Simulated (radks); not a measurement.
The numbers below are computed, except where a source is named.
How relativity changes the ionisation of the sulfur ion S3+ ([Ne] 3s2 3p1) to S4+ ([Ne] 3s2). Spin-unpolarised spherical Kohn-Sham, BLYP, point nucleus unless stated (finite: rms radius 3.2611 fm), a radial shooting solver on a logarithmic mesh with Libxc functionals. A level marked "c x" has the speed of light scaled by that factor and shares open shells by 2j + 1; other Dirac levels either fill j = l - 1/2 first or share by 2j + 1.

level,E(S3+) (hartree),E(S4+) (hartree),IE (eV),HOMO,<r> HOMO (bohr)
non-rel.,-395.61028,-393.89176,46.763,3p,1.666
scalar-rel.,-396.74390,-395.02546,46.761,3p,1.665
"scalar-rel., finite nucleus",-396.74352,-395.02508,46.761,3p,1.665
"Dirac, 2j+1 shares",-396.74484,-395.02639,46.762,3p3/2,1.667
"Dirac, low j first",-396.74816,-395.02639,46.852,3p1/2,1.662
"Dirac, 2j+1 shares, finite nucleus",-396.74446,-395.02601,46.762,3p3/2,1.667
"Dirac, c x 1.5",-396.11265,-394.39416,46.762,3p3/2,1.666
"Dirac, c x 5",-395.65537,-393.93685,46.763,3p3/2,1.666
"Dirac, c x 10",-395.62155,-393.90303,46.763,3p3/2,1.666

NIST Atomic Spectra Database: 47.22 eV (semi-empirical). The relativistic part of the total energy of S3+ is -1.134 hartree (Dirac, 2j+1 shares, finite nucleus), 0.29 % of the non-relativistic value. Spin polarisation and multiplet splitting of open shells are left out at every level.

Beside tabulated values, note that spin-unpolarised runs miss the spin-polarisation part of the exchange energy of open shells.
